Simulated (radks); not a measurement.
The mean radii <r> (bohr) of the occupied orbitals of an atom or ion are listed with their occupations. Method: non-relativistic Kohn-Sham, LDA (Slater exchange, Perdew-Wang correlation), spin-unpolarised, spherical densities, point nucleus; computed with a radial shooting solver on a logarithmic mesh with Libxc functionals.

orbital  occ.      <r>
1s          2  0.09751
2s          2   0.4714
2p          5   0.4275
3s          2    1.485
3p          2    1.618
3d          1    2.029

Name the element and its charge.

Answer. Z = 16, sulfur, charge +2: S2+ in [He] 2s2 2p5 3s2 3p2 3d1. The 1s radius gives Z: for a bare nucleus <r> = 1.5/Z, 0.09375 bohr for Z = 16, and screening makes it slightly larger (0.09751 here). The occupations add up to 14, and the charge is Z minus that.
